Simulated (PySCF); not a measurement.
C6H10O, charge +1, doublet, geometry from GFN2-xTB of the parent state (a state made from the parent by changing its charge; the spin is typed, not shown lowest); MP2/3-21G in PySCF.

Input for PySCF:
```python
from pyscf import gto, scf, mp

mol = gto.Mole()
mol.atom = '''
    O     2.39776947    0.43521367    0.09774069
    C     1.10754478    0.20299544    0.06731539
    C     0.09634761    1.31715256    0.25994202
    C    -1.18468351    1.02011330   -0.52995696
    C    -1.76663174   -0.32341563   -0.10309212
    C    -0.74732093   -1.43850132   -0.31174654
    C     0.53338526   -1.13963547    0.47799032
    H    -0.19907437    1.45057853    1.32754437
    H     0.53070798    2.26509336   -0.07203351
    H    -1.93388380    1.81155179   -0.37736419
    H    -0.94856821    0.98444114   -1.59742373
    H    -2.68713438   -0.53706999   -0.66539485
    H    -2.03102262   -0.27618323    0.95900636
    H    -1.18467022   -2.40011957   -0.00356403
    H    -0.50536451   -1.50700903   -1.37629905
    H     1.27582020   -1.92352235    0.29972039
    H     0.26918539   -1.18172325    1.56117011
'''
mol.basis = '3-21g'
mol.charge = 1
mol.spin = 1
mol.verbose = 4
mol.build()

mf = scf.UHF(mol)
mf.kernel()

pt = mp.MP2(mf)
pt.kernel()
print('E(MP2) = %.10f' % pt.e_tot)
```

Question: What does PySCF print? Leave out banner, timings and long lists.

Answer: 
```
PySCF version 2.14.0

[INPUT] verbose = 4
[INPUT] num. atoms = 17
[INPUT] num. electrons = 53
[INPUT] charge = 1
[INPUT] spin (= nelec alpha-beta = 2S) = 1
[INPUT] symmetry False subgroup None
[INPUT] Mole.unit = angstrom
[INPUT] Symbol           X                Y                Z      unit          X                Y                Z       unit  Magmom
[INPUT]  1 O      2.397769470000   0.435213670000   0.097740690000 AA    4.531127608144   0.822434641967   0.184703135326 Bohr   0.0
[INPUT]  2 C      1.107544780000   0.202995440000   0.067315390000 AA    2.092956304892   0.383605786136   0.127207651068 Bohr   0.0
[INPUT]  3 C      0.096347610000   1.317152560000   0.259942020000 AA    0.182070595656   2.489057602670   0.491219226066 Bohr   0.0
[INPUT]  4 C     -1.184683510000   1.020113300000  -0.529956960000 AA   -2.238727378188   1.927734753026  -1.001473512207 Bohr   0.0
[INPUT]  5 C     -1.766631740000  -0.323415630000  -0.103092120000 AA   -3.338450151564  -0.611166965104  -0.194815872401 Bohr   0.0
[INPUT]  6 C     -0.747320930000  -1.438501320000  -0.311746540000 AA   -1.412231884855  -2.718373524625  -0.589115580881 Bohr   0.0
[INPUT]  7 C      0.533385260000  -1.139635470000   0.477990320000 AA    1.007952060280  -2.153598920140   0.903270794993 Bohr   0.0
[INPUT]  8 H     -0.199074370000   1.450578530000   1.327544370000 AA   -0.376196037720   2.741196143874   2.508695277508 Bohr   0.0
[INPUT]  9 H      0.530707980000   2.265093360000  -0.072033510000 AA    1.002892734321   4.280406096971  -0.136123605691 Bohr   0.0
[INPUT] 10 H     -1.933883800000   1.811551790000  -0.377364190000 AA   -3.654510738733   3.423336743566  -0.713114968318 Bohr   0.0
[INPUT] 11 H     -0.948568210000   0.984441140000  -1.597423730000 AA   -1.792534127369   1.860324140355  -3.018693354581 Bohr   0.0
[INPUT] 12 H     -2.687134380000  -0.537069990000  -0.665394850000 AA   -5.077948038103  -1.014915190823  -1.257414031196 Bohr   0.0
[INPUT] 13 H     -2.031022620000  -0.276183230000   0.959006360000 AA   -3.838076504597  -0.521910664898   1.812259372116 Bohr   0.0
[INPUT] 14 H     -1.184670220000  -2.400119570000  -0.003564030000 AA   -2.238702263728  -4.535568653509  -0.006735040600 Bohr   0.0
[INPUT] 15 H     -0.505364510000  -1.507009030000  -1.376299050000 AA   -0.955000516975  -2.847834333946  -2.600828269999 Bohr   0.0
[INPUT] 16 H      1.275820200000  -1.923522350000   0.299720390000 AA    2.410950762188  -3.634930435980   0.566389451048 Bohr   0.0
[INPUT] 17 H      0.269185390000  -1.181723250000   1.561170110000 AA    0.508686663834  -2.233133297531   2.950183941757 Bohr   0.0

nuclear repulsion = 307.382926456138
number of shells = 55
number of NR pGTOs = 135
number of NR cGTOs = 83
basis = 3-21g
ecp = {}

******** <class 'pyscf.scf.uhf.UHF'> ********
method = UHF
initial guess = minao
damping factor = 0
level_shift factor = 0
DIIS = <class 'pyscf.scf.diis.CDIIS'>
diis_start_cycle = 1
diis_space = 8
diis_damp = 0
SCF conv_tol = 1e-09
SCF conv_tol_grad = None
SCF max_cycles = 50
direct_scf = True
direct_scf_tol = 1e-13
number electrons alpha = 27  beta = 26
Set gradient conv threshold to 3.16228e-05
init E= -307.393682507949

cycle= 1 E= -305.528325995488  delta_E= 1.87  |g|= 0.666  |ddm|= 2.66
cycle= 2 E= -305.510199681821  delta_E= 0.0181  |g|= 0.893  |ddm|= 1.35
cycle= 3 E= -305.820235479001  delta_E= -0.31  |g|= 0.102  |ddm|= 0.75
cycle= 4 E= -305.844483379334  delta_E= -0.0242  |g|= 0.0901  |ddm|= 0.25
cycle= 5 E= -305.860025125696  delta_E= -0.0155  |g|= 0.0682  |ddm|= 0.167
cycle= 6 E= -305.87796192968  delta_E= -0.0179  |g|= 0.0252  |ddm|= 0.307
cycle= 7 E= -305.878168611378  delta_E= -0.000207  |g|= 0.0269  |ddm|= 0.0678
cycle= 8 E= -305.879199434783  delta_E= -0.00103  |g|= 0.00642  |ddm|= 0.0629
cycle= 9 E= -305.87927196151  delta_E= -7.25e-05  |g|= 0.00326  |ddm|= 0.0223
cycle= 10 E= -305.879296206951  delta_E= -2.42e-05  |g|= 0.00252  |ddm|= 0.0117
cycle= 11 E= -305.879310250112  delta_E= -1.4e-05  |g|= 0.000979  |ddm|= 0.00785
cycle= 12 E= -305.879314888431  delta_E= -4.64e-06  |g|= 0.000526  |ddm|= 0.00488
cycle= 13 E= -305.879315887297  delta_E= -9.99e-07  |g|= 0.000364  |ddm|= 0.00278
cycle= 14 E= -305.879316133908  delta_E= -2.47e-07  |g|= 0.000106  |ddm|= 0.00122
cycle= 15 E= -305.879316159436  delta_E= -2.55e-08  |g|= 5.49e-05  |ddm|= 0.000351
cycle= 16 E= -305.879316167463  delta_E= -8.03e-09  |g|= 2.03e-05  |ddm|= 0.000241
cycle= 17 E= -305.87931616835  delta_E= -8.87e-10  |g|= 6.51e-06  |ddm|= 8.16e-05
Extra cycle  E= -305.879316168408  delta_E= -5.76e-11  |g|= 4.1e-06  |ddm|= 1.16e-05
converged SCF energy = -305.879316168408  <S^2> = 0.78133939  2S+1 = 2.0310976

******** <class 'pyscf.mp.ump2.UMP2'> ********
nocc = (np.int64(27), np.int64(26)), nmo = (83, 83)
E(UMP2) = -306.513713432437  E_corr = -0.634397264029484
E(SCS-UMP2) = -306.511572311746  E_corr = -0.632256143338609
E_corr(same-spin) = -0.148869892496275
E_corr(oppo-spin) = -0.485527371533209
E(MP2) = -306.5137134324
```
